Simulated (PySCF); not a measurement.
## Ionisation energy of V²⁺ by level of theory

V²⁺ [Ar] 3d3 (4F) → V³⁺ [Ar] 3d2 (3F), as a difference of total energies. Calculation: PySCF 2.14, in dyall-av2z (16s12p7d2f, 101 functions); the non-relativistic Hamiltonian (point nucleus). Correlated levels: valence: [Ar] frozen; virtual orbitals above 40 to 60 times the deepest correlated orbital energy dropped. The calculations carry no spin-orbit coupling.

| method | ionisation energy (eV) |
| --- | --- |
| UHF | 28.358 |
| MP2 (valence) | 28.689 |
| SCS-MP2 (valence) | 28.468 |
| CCSD (valence) | 28.753 |
| CCSD(T) (valence) | 28.755 |

Q: How much does correlation contribute at CCSD(T) (valence)?

A: 28.755 − (28.358) = 0.397 eV, measured against UHF.

A first-order spin-orbit estimate (lowest level to lowest level, LS coupling) adds -0.008 eV.

These non-relativistic numbers lack the scalar-relativistic shift.

Errors of the correlated levels include the incompleteness of this basis and the frozen core.

For comparison: 29.311 eV (measured; NIST Atomic Spectra Database, ionization energies).
